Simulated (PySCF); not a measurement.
CH4BrFOSi, SMILES C[Si](O)(F)Br. Atoms are numbered in the order given.

```xyz
9

C      2.0206    -0.2048    -1.0362
Si     0.1856    -0.1281    -0.7988
O     -0.4963    -1.5339    -1.3583
F     -0.4407     1.1479    -1.6094
Br    -0.3583     0.2080     1.3481
H      2.4524    -1.0319    -0.4398
H      2.4907     0.7453    -0.7161
H      2.2570    -0.3771    -2.1055
H     -1.4443    -1.6534    -1.1718
```
Charge 0, spin multiplicity 1.

Coordinates come from a PBE-D3(BJ)/def2-SVP optimisation. The values are those of a single conformer.

The numbers are results of M06-2X/def2-TZVP (PySCF), not measurements.

The molecule is in vacuum.

Task: Estimate the frontier levels, gap, dipole moment and polarisability. (Estimate from the structure and the level; the computed values follow.)

Result: 
```
Property                                                                                                        Value
---------------------------------------------------------------------------------------------  ----------------------
highest occupied level                                                                                       -9.95 eV
lowest empty level                                                                                            1.08 eV
orbital gap                                                                                                  11.03 eV
dipole moment                                                                                                  1.15 D
quadrupole, principal values (traceless, Buckingham form, about the centre of nuclear charge)  -6.60, -2.99, 9.59 D·Å
mean static polarisability                                                                       56.9 bohr³ (8.43 Å³)
polarisability, principal values                                                               48.4, 54.5, 67.8 bohr³
```
